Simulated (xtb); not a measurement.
H2O4S, singlet, geometry from GFN2-xTB of the parent state; GFN0-xTB in xtb.

xtb was given this input:
```
$ xtb mol.xyz --gfn 0 --chrg 0 --uhf 0 --json

# file mol.xyz
7

O     -0.46529138     1.41220598    -0.07095844
S     -0.01626657    -0.02567348    -0.00245745
O     -0.36107300    -0.82927774    -1.16232897
O     -0.68935298    -0.82860665     1.00363709
O      1.46298435     0.16245005     0.22168374
H     -1.38901452     1.65960187    -0.21103719
H      2.07114373    -0.58299923     0.31408907
```

**Question.** What does xtb print? Leave out banner, timings and long lists.

**Answer.** 
```
   ID    Z sym.   atoms
    1    8 O      1, 3-5
    2   16 S      2
    3    1 H      6, 7

           -------------------------------------------------
          |                Calculation Setup                |
           -------------------------------------------------

           -------------------------------------------------
          |                 G F N 0 - x T B                 |
           -------------------------------------------------

          ...................................................
          :                      SETUP                      :
          :.................................................:
          :  # basis functions                  30          :
          :  # atomic orbitals                  29          :
          :  # shells                           15          :
          :  # electrons                        32          :
          :  electronic temp.          300.0000000     K    :
          :  accuracy                    1.0000000          :
          :  -> integral cutoff          0.2500000E+02      :
          :  -> integral neglect         0.1000000E-07      :
          ...................................................

         :::::::::::::::::::::::::::::::::::::::::::::::::::::
         ::                     SUMMARY                     ::
         :::::::::::::::::::::::::::::::::::::::::::::::::::::
         :: total energy             -17.371855767663 Eh    ::
         :: gradient norm              0.078834228294 Eh/a0 ::
         :: HOMO-LUMO gap              5.876117589406 eV    ::
         ::.................................................::
         :: H0 energy                -17.318486573129 Eh    ::
         :: repulsion energy           0.091974065087 Eh    ::
         :: electrostat energy        -0.143633118806 Eh    ::
         :: -> Gsolv                   0.000000000000 Eh    ::
         ::    -> Gsasa                0.000000000000 Eh    ::
         ::    -> Gshift               0.000000000000 Eh    ::
         :: dispersion energy         -0.001710140815 Eh    ::
         :: short-range corr.          0.000000000000 Eh    ::
         :: add. restraining           0.000000000000 Eh    ::
         :: total charge              -0.000000000000 e     ::
         :::::::::::::::::::::::::::::::::::::::::::::::::::::

           -------------------------------------------------
          |                Property Printout                |
[...]
        29                          0.8955592              24.3694
      -------------------------------------------------------------
                  HL-Gap            0.2159433 Eh            5.8761 eV
             Fermi-level            0.0000000 Eh            0.0000 eV

     #   Z          covCN         q      C6AA      α(0)
     1   8 O        1.664    -0.534    23.451     6.551
     2  16 S        3.455     1.128   101.133    16.956
     3   8 O        0.860    -0.422    22.043     6.300
     4   8 O        0.860    -0.422    22.043     6.300
     5   8 O        1.664    -0.534    23.451     6.551
     6   1 H        0.813     0.391     0.499     1.109
     7   1 H        0.813     0.391     0.499     1.109

 Mol. C6AA /au·bohr⁶  :        921.407788
 Mol. C8AA /au·bohr⁸  :      25570.883101
 Mol. α(0) /au        :         44.875823

Wiberg/Mayer (AO) data.
largest (>0.10) Wiberg bond orders for each atom

 ---------------------------------------------------------------------------
     #   Z sym  total        # sym  WBO       # sym  WBO       # sym  WBO
 ---------------------------------------------------------------------------
     1   8 O    2.519 --     2 S    1.277     6 H    0.944     4 O    0.114
                             3 O    0.114
     2  16 S    5.554 --     4 O    1.493     3 O    1.493     1 O    1.277
                             5 O    1.277
     3   8 O    1.835 --     2 S    1.493     5 O    0.114     1 O    0.114
                             4 O    0.109
     4   8 O    1.835 --     2 S    1.493     1 O    0.114     5 O    0.114
                             3 O    0.109
     5   8 O    2.519 --     2 S    1.277     7 H    0.944     4 O    0.114
                             3 O    0.114
     6   1 H    0.970 --     1 O    0.944
     7   1 H    0.970 --     5 O    0.944
 ---------------------------------------------------------------------------

Topologies differ in total number of bonds
Writing topology from bond orders to xtbtopo.mol

 dipole moment from electron density (au)
     X       Y       Z
   1.5051   2.3756   0.2274  total (Debye):    7.171

           -------------------------------------------------
          | TOTAL ENERGY              -17.371855767663 Eh   |
          | GRADIENT NORM               0.078834228294 Eh/α |
          | HOMO-LUMO GAP               5.876117589406 eV   |
           -------------------------------------------------

normal termination of xtb
```
